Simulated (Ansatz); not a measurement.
fac-[CrF3(NH3)3]- (CrN3F3H9⁻), 16 atoms. Hardware: 4 threads of Arm Neoverse V1 on a shared host.

Problem. How many basis functions does each of these Ansatz runs have, and roughly what does it cost? PBE-D4/def2-SVPD, charge -1 triplet, energy, from earlier orbitals; LC-ωPBE (ω = 0.20 bohr⁻¹)/def2-SVPD, charge -1 singlet, energy, from earlier orbitals; PBE-D4/def2-TZVPD, charge -1 unrestricted singlet, energy, from earlier orbitals; LC-ωPBE (ω = 0.10 bohr⁻¹)/def2-SVPD, charge -1 triplet, energy, from earlier orbitals; LC-ωPBE (ω = 0.10 bohr⁻¹)/def2-SVPD, charge -1 quintet, energy, from earlier orbitals; LC-ωPBE (ω = 0.15 bohr⁻¹)/def2-SVPD, charge 0 doublet at the geometry of the charge -1 triplet, energy, from earlier orbitals; LDA (SPW92)/def2-TZVPD, charge -1 quintet, energy, from earlier orbitals; PBE-D4/def2-TZVPD, charge -1 triplet, energy, from earlier orbitals; LC-ωPBE (ω = 0.20 bohr⁻¹)/def2-SVPD, charge 0 doublet at the geometry of the charge -1 triplet, energy, from earlier orbitals; r2SCAN-D4/def2-TZVPD, charge -1 singlet, energy, from earlier orbitals; PBE0-D4/def2-SVP, charge -1 unrestricted singlet, energy with a search over starts; LC-ωPBE (ω = 0.20 bohr⁻¹)/def2-SVPD, charge -1 quintet, energy, from earlier orbitals.

Solution. Other jobs shared the machine, so times can vary by a factor of up to 3. A dash marks memory too small to be measured apart from the calling script's.

```json
{"run": "LDA (SPW92)/def2-TZVPD, charge -1 quintet, energy, from earlier orbitals", "functions": "360", "fitting or Cholesky vectors": "2029", "wall time": "8.5 s", "peak host memory (GiB)": "0.82"}
{"run": "PBE-D4/def2-SVPD, charge -1 triplet, energy, from earlier orbitals", "functions": "235", "fitting or Cholesky vectors": "2051", "wall time": "12 s", "peak host memory (GiB)": "–"}
{"run": "LC-ωPBE (ω = 0.20 bohr⁻¹)/def2-SVPD, charge -1 quintet, energy, from earlier orbitals", "functions": "235", "fitting or Cholesky vectors": "2051", "wall time": "13 s", "peak host memory (GiB)": "–"}
{"run": "LC-ωPBE (ω = 0.10 bohr⁻¹)/def2-SVPD, charge -1 quintet, energy, from earlier orbitals", "functions": "235", "fitting or Cholesky vectors": "2051", "wall time": "16 s", "peak host memory (GiB)": "–"}
{"run": "LC-ωPBE (ω = 0.10 bohr⁻¹)/def2-SVPD, charge -1 triplet, energy, from earlier orbitals", "functions": "235", "fitting or Cholesky vectors": "2051", "wall time": "17 s", "peak host memory (GiB)": "–"}
{"run": "LC-ωPBE (ω = 0.20 bohr⁻¹)/def2-SVPD, charge -1 singlet, energy, from earlier orbitals", "functions": "235", "fitting or Cholesky vectors": "2051", "wall time": "20 s", "peak host memory (GiB)": "1"}
{"run": "PBE-D4/def2-TZVPD, charge -1 triplet, energy, from earlier orbitals", "functions": "360", "fitting or Cholesky vectors": "2029", "wall time": "37 s", "peak host memory (GiB)": "0.97"}
{"run": "r2SCAN-D4/def2-TZVPD, charge -1 singlet, energy, from earlier orbitals", "functions": "360", "fitting or Cholesky vectors": "2029", "wall time": "39 s", "peak host memory (GiB)": "0.84"}
{"run": "LC-ωPBE (ω = 0.15 bohr⁻¹)/def2-SVPD, charge 0 doublet at the geometry of the charge -1 triplet, energy, from earlier orbitals", "functions": "235", "fitting or Cholesky vectors": "2051", "wall time": "43 s", "peak host memory (GiB)": "1.2"}
{"run": "LC-ωPBE (ω = 0.20 bohr⁻¹)/def2-SVPD, charge 0 doublet at the geometry of the charge -1 triplet, energy, from earlier orbitals", "functions": "235", "fitting or Cholesky vectors": "2051", "wall time": "61 s", "peak host memory (GiB)": "1.3"}
{"run": "PBE-D4/def2-TZVPD, charge -1 unrestricted singlet, energy, from earlier orbitals", "functions": "360", "fitting or Cholesky vectors": "2029", "wall time": "63 s", "peak host memory (GiB)": "1.9"}
{"run": "PBE0-D4/def2-SVP, charge -1 unrestricted singlet, energy with a search over starts", "functions": "160", "fitting or Cholesky vectors": "1636", "wall time": "96 s", "peak host memory (GiB)": "0.84"}
```
